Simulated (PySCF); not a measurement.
**Bonding in 3-methoxypyridine**

Compound: 3-methoxypyridine, C6H7NO.
Numbering: `[CH3:1][O:2][c:3]1[cH:4][cH:5][cH:6][n:7][cH:8]1` (hydrogens: H9, H10, H11 on C1; H12 on C4; H13 on C5; H14 on C6; H15 on C8)

Structure used (GFN2-xTB), in Å, numbered top down from 1:
```
atom  x, y, z in Å
C1     2.5649   -0.2070   -0.1482
O2     1.5268    0.7446   -0.1238
C3     0.2464    0.3022   -0.0286
C4    -0.7554    1.2762   -0.0042
C5    -2.0736    0.8801    0.0915
C6    -2.3536   -0.4789    0.1572
N7    -1.4141   -1.4045    0.1351
C8    -0.1490   -1.0328    0.0467
H9     2.5844   -0.8037    0.7691
H10    3.4867    0.3675   -0.2246
H11    2.4793   -0.8724   -1.0130
H12   -0.4737    2.3164   -0.0604
H13   -2.8680    1.6097    0.1151
H14   -3.3690   -0.8436    0.2302
H15    0.5636   -1.8458    0.0360
```

Bond orders from the PBE0/pcSseg-1 density (PySCF). Isolated species at its GFN2-xTB geometry (one conformer only).

(1) Where do the orders between heavy atoms depart from those drawn in the SMILES?

(2) Give the Mayer order of every bond, beside its length.

Results:

(1) The largest departure is 0.193, at C8–C3 (drawn aromatic, 1.307), counting aromatic bonds as 1.5. The bonds drawn aromatic range from 1.31 to 1.50.

(2) 
| bond | drawn as | length (Å) | Mayer order |
| --- | --- | --- | --- |
| C1–O2 | single | 1.408 | 0.903 |
| O2–C3 | single | 1.358 | 1.016 |
| C3–C4 | aromatic | 1.397 | 1.374 |
| C4–C5 | aromatic | 1.380 | 1.470 |
| C5–C6 | aromatic | 1.389 | 1.367 |
| C6–N7 | aromatic | 1.319 | 1.495 |
| N7–C8 | aromatic | 1.321 | 1.470 |
| C8–C3 | aromatic | 1.394 | 1.307 |
| C1–H9 | single | 1.094 | 0.954 |
| C1–H10 | single | 1.089 | 0.971 |
| C1–H11 | single | 1.094 | 0.954 |
| C4–H12 | single | 1.079 | 0.967 |
| C5–H13 | single | 1.079 | 0.960 |
| C6–H14 | single | 1.081 | 0.973 |
| C8–H15 | single | 1.081 | 0.967 |

By pair of heavy elements: C–O: lowest C1–O2 (0.903, 1.408 Å), highest O2–C3 (1.016, 1.358 Å). C–C: lowest C8–C3 (1.307, 1.394 Å), highest C4–C5 (1.470, 1.380 Å); in 1 of the 6 pairs the longer bond (by over 0.003 Å) has the higher order (by 0.02 or more). C–N: lowest N7–C8 (1.470, 1.321 Å), highest C6–N7 (1.495, 1.319 Å).

Problem. Sum the orders of all bonds at each heavy atom with more than one neighbour and set the sums beside the valence in the SMILES.

Solution. C1 3.782 (drawn 4), O2 1.919 (drawn 2), C3 3.697 (drawn 4), C4 3.811 (drawn 4), C5 3.797 (drawn 4), C6 3.835 (drawn 4), N7 2.965 (drawn 3), C8 3.744 (drawn 4). Orders between atoms that aren't bonded are not in these sums.

The Mayer order sums products of elements of PS (density times overlap matrix) between the two atoms' basis functions, so it depends on the basis set.
